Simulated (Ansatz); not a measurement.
`[NH]=[Ta]([NH2])([OH])[OH]`, relaxed with RKS PBE-D4/def2-SVP in the Gaussian-basis code of Ansatz from a rough embedded geometry. The force threshold is 0.03 eV/Å; the program also tests the step.

Charge 0, multiplicity 1. Ta: def2 effective core potential.

Start:

```xyz
10

N    -1.251   -0.411   -1.859
Ta   -0.378   -0.042   -0.193
N     1.781    0.154   -0.568
O    -0.725   -1.564    1.214
O    -1.139    1.785    0.608
H    -2.326   -0.565   -1.933
H     2.117    0.932    0.137
H     2.211   -0.682   -0.234
H     0.115   -1.761    1.677
H    -0.406    2.152    1.152
```

Question: How much energy does the relaxation release, and in how many steps? (Estimate.)

Answer: Computed: 252.52 kJ/mol, in 36 steps, 5 of them rejected.

Question: Which bonds change most? (An estimate is asked.)

Answer: The calculation gave: Ta2–N3 from 2.200 to 1.997 Å; Ta2–O5 from 2.135 to 1.934 Å; Ta2–O4 from 2.102 to 1.934 Å; N1–Ta2 from 1.917 to 1.787 Å.

Question: Give the relaxed structure. (An estimate is asked.)

Answer: Computed: 
```xyz
10

N    -1.131   -0.401   -1.258
Ta   -0.197    0.024    0.205
N     1.694    0.089   -0.433
O    -0.382   -1.304    1.598
O    -0.712    1.742    0.927
H    -1.736   -0.641   -2.044
H     2.485    0.310    0.183
H     2.035   -0.080   -1.382
H    -0.775   -2.191    1.613
H    -1.281    2.453    0.592
```
